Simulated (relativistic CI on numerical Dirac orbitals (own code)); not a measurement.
# Transition arrays of Sn XXIX

Method of calculation: Dirac-Coulomb-Breit CI, KLI orbitals optimised for each configuration, QED by a radiative potential, valence Slater integrals scaled by 0.9, whole transition arrays (own radial code, finite nucleus).

Configurations in the expansion (outside the closed core [Ne] 3s2): 3p6 3d4, 3p6 3d3 4f, 3p5 3d5, 3p6 3d3 4p, 3p6 3d3 5f. Levels of other configurations are missing.

All E1 lines from the levels of 3p6 3d4; mean and standard deviation are weighted by gf, and upper levels are sorted by their leading configuration.

| Upper configuration | Lines | Σgf | Mean (eV) | Mean (nm) | σ (eV) | Strongest line (nm) |
| --- | --- | --- | --- | --- | --- | --- |
| 3p6 3d3 4f | 2825 | 678.8 | 850.75 | 1.457 | 8.04 | 1.446 |
| 3p5 3d5 | 3245 | 210.1 | 232.10 | 5.342 | 22.96 | 4.823 |
| 3p6 3d3 4p | 1718 | 30.9 | 694.83 | 1.784 | 7.55 | 1.779 |
| 3p6 3d3 5f | 2825 | 187.7 | 1116.61 | 1.110 | 8.55 | 1.106 |

Σgf per state of the lower configuration in bins of 0.2 nm over the central range (centre: value): 1.1: 0.89, 1.5: 3.23, 1.7: 0.12, 4.7: 0.08, 4.9: 0.22, 5.1: 0.21, 5.3: 0.08, 5.5: 0.07, 5.7: 0.04, 5.9: 0.07, 6.1: 0.11.

Question: How do configuration mixing and the scaling of the Slater integrals move the arrays?

Answer: Slater scale 0.9, no configuration mixing: 3p6 3d3 4f 850.8 ± 8.1 eV (Σgf 668.2), 3p5 3d5 232.4 ± 23.0 eV (Σgf 220.0), 3p6 3d3 4p 695.0 ± 7.5 eV (Σgf 29.9), 3p6 3d3 5f 1116.4 ± 8.5 eV (Σgf 156.4); Slater scale 1: 3p6 3d3 4f 851.8 ± 8.6 eV (Σgf 682.6), 3p5 3d5 234.7 ± 23.8 eV (Σgf 211.3), 3p6 3d3 4p 694.9 ± 8.2 eV (Σgf 31.0), 3p6 3d3 5f 1117.0 ± 9.2 eV (Σgf 189.0); Slater scale 0.8: 3p6 3d3 4f 849.7 ± 7.5 eV (Σgf 675.0), 3p5 3d5 229.5 ± 22.2 eV (Σgf 208.9), 3p6 3d3 4p 694.8 ± 7.0 eV (Σgf 30.8), 3p6 3d3 5f 1116.2 ± 7.9 eV (Σgf 186.5). With mixing, levels are counted to their leading configuration, so an array can shrink or vanish into another, and the sums then hold other lines.
